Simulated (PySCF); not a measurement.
r2SCAN on Au⁻ (gold, charge -1), [Xe] 4f14 5d10 6s2, closed-shell 1S. Calculation: PySCF 2.14, in aug-cc-pVTZ-PP with one added diffuse shell each of s, p, d, f, g type with ECP60MDF (7s7p6d4f3g, 113 functions); scalar relativity through the core potential.

```
cycle= 1 E= -135.828801963747  delta_E= -0.0178  |g|= 0.0491  |ddm|= 0.441
cycle= 2 E= -135.82719653207  delta_E= 0.00161  |g|= 0.0814  |ddm|= 0.12
cycle= 3 E= -135.829471567398  delta_E= -0.00228  |g|= 0.00842  |ddm|= 0.059
cycle= 4 E= -135.829501032827  delta_E= -2.95e-05  |g|= 0.000653  |ddm|= 0.0151
cycle= 5 E= -135.829501352186  delta_E= -3.19e-07  |g|= 5.44e-05  |ddm|= 0.00225
cycle= 6 E= -135.829501354476  delta_E= -2.29e-09  |g|= 1.1e-06  |ddm|= 0.000249
cycle= 7 E= -135.829501354478  delta_E= -1.93e-12  |g|= 1.64e-07  |ddm|= 1.19e-05
converged SCF energy = -135.829501354478  <S^2> = -5.3290705e-15  2S+1 = 1
```

Highest occupied orbital energy: 0.368 eV; ⟨L²⟩ = 0.00; populations by l: s 4.00, p 6.00, d 10.00, f 0.00.

(1) Can this result be used?

## Answers

(1) With care. The calculation finished and met its thresholds. Energies and moments cover only the electrons outside the core potential. Spin-orbit coupling, which splits the p, d and f shells strongly at this Z, is absent. At r2SCAN the highest occupied level has a positive energy, so only the finite basis holds that electron; in a semilocal or global hybrid functional this comes from self-interaction and does not mean that the real anion is unbound.
